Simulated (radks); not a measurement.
Valence configurations of Tb I (all share [Xe]). All-electron calculation, scalar-relativistic Kohn-Sham, PBE, spin-polarised, spherical densities, point nucleus; open shells are filled with parallel spins first (spin-orbit coupling, left out, can overturn this in heavy ions). Program: a radial shooting solver on a logarithmic mesh with Libxc functionals. Order these by energy: 4f8.5 5d0.5 6p2; 4f9 6p2; 4f9 6s0.5 6p1.5; 4f9 5d1 6p1; 4f9 6s1.5 6p0.5; 4f8.5 5d0.5 6s2; 4f8 5d1 6s2; 4f9 6s2.

Answer. From the lowest, in eV above it: 4f9 6s2 0.000; 4f8.5 5d0.5 6s2 0.149; 4f9 6s1.5 6p0.5 1.101; 4f8 5d1 6s2 1.225; 4f9 6s0.5 6p1.5 3.420; 4f9 5d1 6p1 4.329; 4f9 6p2 4.827; 4f8.5 5d0.5 6p2 5.180. NIST lists [Xe] 4f9 6s2 as the ground configuration; this level of theory agrees among the configurations tried. The energies are those of spherical high-spin densities, not of single terms. No valid solution was reached for [Xe] 4f9 5d1 6s1; [Xe] 4f10 6s1.
